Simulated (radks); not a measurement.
Values are calculated unless marked as measured or tabulated.
The tellurium ion Te2+ inside a hard spherical wall (all orbitals vanish at R), configuration held at [Kr] 4d10 5s2 5p2 and not refilled when levels cross. Level of theory: scalar-relativistic Kohn-Sham, PBE, spin-polarised, spherical densities, point nucleus; open shells are filled with parallel spins first (spin-orbit coupling, left out, can overturn this in heavy ions) (a radial shooting solver on a logarithmic mesh with Libxc functionals). Eigenvalues in eV for spin up, with the zero of energy where the potential of the charges vanishes at infinity; a dash marks a level that is unbound or too diffuse for the functional's potential to be trusted. A positive occupied level is held by the wall or, in an anion where self-interaction has pushed it up, behind a barrier. The pressure on the wall is -dE/dV.

| R (bohr) | E (hartree) | kinetic (hartree) | e(4p) | e(4d) | e(5s) | e(5p) | e(5d, empty) | e(6s, empty) | pressure (GPa) |
|---|---|---|---|---|---|---|---|---|---|
| free | -6793.49851 | 7118.146 | -133.81 | -61.033 | -33.433 | -23.057 | -10.812 | -10.711 | 0 |
| 20 | -6793.49851 | 7118.146 | -133.81 | -61.033 | -33.433 | -23.057 | -10.812 | -10.711 | < 0.0001 |
| 15 | -6793.49851 | 7118.146 | -133.81 | -61.033 | -33.433 | -23.057 | -10.812 | -10.711 | < 0.0001 |
| 12 | -6793.49851 | 7118.146 | -133.81 | -61.033 | -33.433 | -23.057 | -10.812 | -10.709 | < 0.0001 |
| 10 | -6793.49850 | 7118.146 | -133.81 | -61.033 | -33.433 | -23.057 | -10.807 | -10.683 | < 0.0001 |
| 7 | -6793.49811 | 7118.151 | -133.79 | -61.013 | -33.419 | -23.040 | -10.567 | -9.815 | 0.0401 |
| 5 | -6793.47435 | 7118.360 | -133.21 | -60.456 | -32.995 | -22.453 | -8.364 | -3.447 | 4.46 |
| 4 | -6793.32980 | 7119.281 | -131.32 | -58.638 | -31.343 | -20.068 | -3.025 | 10.330 | 47.4 |
| 3 | -6792.32362 | 7124.071 | -124.81 | -52.457 | -22.968 | -8.613 | 16.274 | 55.971 | 610 |
| 2.5 | -6790.18948 | 7132.927 | -116.50 | -44.416 | -7.881 | 10.528 | 43.519 | 116.76 | 2680 |
| 1.5 | -6751.71875 | 7268.692 | -42.846 | 36.575 | 195.73 | 236.41 | 296.00 | 639.47 | 132000 |
